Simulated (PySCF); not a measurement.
Coordinates in bohr (charge 0 multiplicity 1):
```
Rh    0.0000    0.0000   -0.3581
F     3.2816    0.0000    0.6492
F    -1.6408    2.8420    0.6492
F    -1.6408   -2.8420    0.6492
```

Computed with PySCF, PBE0, basis Rh def2-TZVP with ECP28, F def2-TZVP (scalar-relativistic core potentials, no spin–orbit coupling, density fitting).

This geometry of RhF₃ is a stationary point at this level.

Question: What is the point group?

Answer: C3v.

Question: Is it a minimum?

Answer: Yes: all harmonic wavenumbers are real.

Question: List the harmonic modes with their infrared intensities.

Answer: 
```
symmetry  ω (cm⁻¹)  IR (km/mol, summed over degenerate members)     type
       e       119                                         38.3     bend
      a1       128                                         28.5     bend
      a1       674                                         22.8  stretch
       e       678                                          251  stretch
```

Question: Give the atomic charges and bond orders.

Answer: 
```tsv
atom	Mulliken	Löwdin	polar tensor	Mayer order to Rh1
Rh1	1.27	0.65	1.88	–
F2,3,4	-0.42	-0.22	-0.63	0.83
```

In C3v the vibrations span 2e + 2a1.

Other isomers or separated fragments may lie lower.
